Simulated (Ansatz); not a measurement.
Computed with Ansatz on PBE0-D4/def2-TZVP structures; ΔE is electronic, products minus reactants. CBS: MP2 limit from def2 TZ/QZ plus the TZ coupled-cluster correction, frozen cores. This one scheme is used for every species. Functionals use def2-TZVPP. For Ga outer-core shells are correlated without core-valence functions, which leaves a few kJ/mol of doubt a bond. Scalar relativity is left out up to krypton. One conformer a species, not always the lowest.

`[NH2][AlH][GaH2]` + CH₃OH → `C[O][GaH2]` + `[NH2][AlH2]`  (cleavage of the Ga–Al bond)

| level | ΔE (kJ/mol) |
| --- | --- |
| revPBE | -34.9 |
| CCSD(T)/def2-TZVPP | -51.0 |

**Question.** What does CCSD(T)/CBS give? (Estimate.)

**Answer.** Computed: -47.6 kJ/mol. The listed levels differ from it by 12.7, -3.4 kJ/mol.

Largest T1 diagnostic among the species: 0.015.

At CCSD(T), def2-SVP lies −16.0 kJ/mol from the extrapolated value and def2-TZVPP −3.4 kJ/mol. Leaving LDA and LC-ωPBE aside and taking each functional with its dispersion term where it has one, the values, not all of them listed here, spread over 26.1 kJ/mol, from B97M-V to HSE06-D4. LDA lies −7.0 kJ/mol from PBE without D4. From r2SCAN to r2SCAN0 (25 % exact exchange), in def2-TZVPP and without D4, ΔE moves by +4.9 kJ/mol.
